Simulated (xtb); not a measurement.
C2F4, charge +1, doublet, from a rough starting geometry (a state made from the parent by changing its charge; the spin is typed, not shown lowest); xtb with GFN2-xTB.

Input for xtb:
```
$ xtb mol.xyz --gfn 2 --chrg 1 --uhf 1 --opt vtight --json

# file mol.xyz
6

F     -1.43233230    -0.00929232     1.12534241
C     -0.62017612    -0.03461361     0.02234069
F     -1.42041522    -0.07875511    -1.03141459
C      0.70019613     0.01241463     0.00105340
F      1.38708360    -0.01069134    -1.22263078
F      1.41992193     0.12814821     1.03392381
```

**Question.** Predict the main parts of the log of this xtb run.

**Answer.** 
```
   ID    Z sym.   atoms
    1    9 F      1, 3, 5, 6
    2    6 C      2, 4

           -------------------------------------------------
          |                Calculation Setup                |
           -------------------------------------------------

           -------------------------------------------------
          |                 G F N 2 - x T B                 |
           -------------------------------------------------

          ...................................................
          :                      SETUP                      :
          :.................................................:
          :  # basis functions                  24          :
          :  # atomic orbitals                  24          :
          :  # shells                           12          :
          :  # electrons                        35          :
          :  max. iterations                   250          :
          :  Hamiltonian                  GFN2-xTB          :
          :  restarted?                      false          :
          :  GBSA solvation                  false          :
          :  PC potential                    false          :
          :  electronic temp.          300.0000000     K    :
          :  accuracy                    1.0000000          :
          :  -> integral cutoff          0.2500000E+02      :
          :  -> integral neglect         0.1000000E-07      :
          :  -> SCF convergence          0.1000000E-05 Eh   :
          :  -> wf. convergence          0.1000000E-03 e    :
          :  Broyden damping             0.4000000          :
          :  net charge                          1          :
          :  unpaired electrons                  1          :
          ...................................................

 iter      E             dE          RMSdq      gap      omega  full diag
   1    -22.6018448 -0.226018E+02  0.503E+00    5.06       0.0  T
   2    -22.6236657 -0.218209E-01  0.246E+00    4.52       1.0  T
   3    -22.6261250 -0.245928E-02  0.173E+00    4.87       1.0  T
   4    -22.6300817 -0.395670E-02  0.103E-01    4.75       1.0  T
   5    -22.6300962 -0.145420E-04  0.578E-02    4.74       1.0  T
   6    -22.6301010 -0.481008E-05  0.238E-02    4.74       1.7  T
   7    -22.6301011 -0.880164E-07  0.545E-03    4.74       7.5  T
   8    -22.6301012 -0.154191E-06  0.871E-04    4.74      46.9  T
   9    -22.6301013 -0.910230E-09  0.520E-04    4.74      78.6  T

[...]
         :: total energy             -22.531024334835 Eh    ::
 * total energy  :   -22.5310243 Eh     change       -0.1885532E-09 Eh
 * total energy  :   -22.5506270 Eh     change       -0.1960265E-01 Eh
 * total energy  :   -22.5567591 Eh     change       -0.6132142E-02 Eh
 * total energy  :   -22.5577662 Eh     change       -0.1007052E-02 Eh
 * total energy  :   -22.5578634 Eh     change       -0.9725269E-04 Eh
 * total energy  :   -22.5579095 Eh     change       -0.4604530E-04 Eh
 * total energy  :   -22.5579154 Eh     change       -0.5925092E-05 Eh
 * total energy  :   -22.5579191 Eh     change       -0.3701278E-05 Eh
 * total energy  :   -22.5579201 Eh     change       -0.1037631E-05 Eh
 * total energy  :   -22.5579203 Eh     change       -0.1707968E-06 Eh
 * total energy  :   -22.5579204 Eh     change       -0.7995909E-07 Eh
   *** GEOMETRY OPTIMIZATION CONVERGED AFTER 11 ITERATIONS ***
         :: total energy             -22.557920394257 Eh    ::
[...]
                  HL-Gap            0.1490590 Eh            4.0561 eV
             Fermi-level           -0.7170890 Eh          -19.5130 eV

     #   Z          covCN         q      C6AA      α(0)
     1   9 F        0.789     0.057     8.897     3.523
     2   6 C        2.553     0.387    20.513     7.403
     3   9 F        0.789     0.057     8.897     3.523
     4   6 C        2.553     0.387    20.513     7.403
     5   9 F        0.789     0.057     8.897     3.523
     6   9 F        0.789     0.057     8.897     3.523

 Mol. C6AA /au·bohr⁶  :        432.437352
 Mol. C8AA /au·bohr⁸  :       9436.845499
 Mol. α(0) /au        :         28.899190

Wiberg/Mayer (AO) data.
largest (>0.10) Wiberg bond orders for each atom

 ---------------------------------------------------------------------------
     #   Z sym  total        # sym  WBO       # sym  WBO       # sym  WBO
 ---------------------------------------------------------------------------
     1   9 F    1.463 --     2 C    1.218     3 F    0.129
     2   6 C    3.839 --     4 C    1.267     1 F    1.218     3 F    1.218
     3   9 F    1.463 --     2 C    1.218     1 F    0.129
     4   6 C    3.839 --     2 C    1.267     5 F    1.218     6 F    1.218
     5   9 F    1.463 --     4 C    1.218     6 F    0.129
     6   9 F    1.463 --     4 C    1.218     5 F    0.129
 ---------------------------------------------------------------------------

Topologies differ in total number of bonds
Writing topology from bond orders to xtbtopo.mol

molecular dipole:
                 x           y           z       tot (Debye)
 q only:        0.011       0.002      -0.022
   full:        0.011       0.002      -0.022       0.063
molecular quadrupole (traceless):
                xx          xy          yy          xz          yz          zz
 q only:        2.465       0.165      -1.934      -0.100       0.062      -0.531
  q+dip:        2.473       0.065       0.565      -0.173      -0.176      -3.038
   full:        1.517      -0.003       1.410      -0.137      -0.210      -2.927

optimized geometry written to: xtbopt.xyz

           -------------------------------------------------
          | TOTAL ENERGY              -22.557920394257 Eh   |
          | GRADIENT NORM               0.000053836265 Eh/α |
          | HOMO-LUMO GAP               4.056103053639 eV   |
           -------------------------------------------------

normal termination of xtb
```
